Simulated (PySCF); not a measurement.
## Dipole response of Sn (tin, neutral)

[Kr] 4d10 5s2 5p2, high-spin 3P determinant. All numbers are calculated (PySCF 2.14, a scalar-relativistic core potential, in aug-cc-pV5Z-PP with ECP28MDF (8s8p6d4f3g2h, 139 functions)). Coupled (time-dependent) response in atomic units; α is the mean over directions.

| method | mean α (bohr³) | α xx, yy, zz | C₆ (like pair) | S(−4) |
| --- | --- | --- | --- | --- |
| PBE0 | 58.66 | 46.62, 64.67, 64.67 | 638.5 | 1352 |
| M06-L | 61.41 | 46.49, 68.87, 68.87 | 691.4 | 1437 |

S(−4) is the Cauchy moment in α(ω) = α(0) + S(−4) ω² + …

Reference α: 53 ± 6 bohr³ (recommended; Schwerdtfeger and Nagle, table of static dipole polarizabilities (2023 update)). Published C₆: 659.0 (Chu and Dalgarno (2004); Tang, Norbeck and Certain (1976)).

Spin-orbit coupling is absent.

α(iu) at PBE0:

```
u (hartree)  α(iu) (bohr³)
          0          58.66
     0.0500          55.54
      0.100          48.41
      0.200          33.79
      0.300          23.71
      0.500          13.21
      0.750          7.782
       1.00          5.299
       1.50          3.090
       2.00          2.101
       3.00          1.187
       5.00         0.5329
```

A single London oscillator, α(iu) = α/(1 + u²/ω²), gives C₆ = (3/4) ω α². Matching the computed C₆ needs ω = 4 × 638.5 / (3 × 58.66²) = 0.247 hartree.

The components differ because the open shell of this determinant is not spherical; for a pure term their mean is the scalar polarisability.

Energies and moments cover only the electrons outside the core potential.
